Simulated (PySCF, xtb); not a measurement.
BI2, SMILES I[B]I, multiplicity 2.

Harmonic wavenumbers (cm⁻¹) from xtb with GFN2-xTB at its own minimum, in rising order: 123, 517, 802.

Task: What does PBE-D3(BJ)/def2-TZVP (PySCF) give at its own minimum? (The exact figures need the calculation; the answer reports its results.)

Result: 116, 436, 742. Paired by order, the mean absolute difference is 50 cm⁻¹ and the zero-point energies are 2.1 and 1.8 kcal/mol.
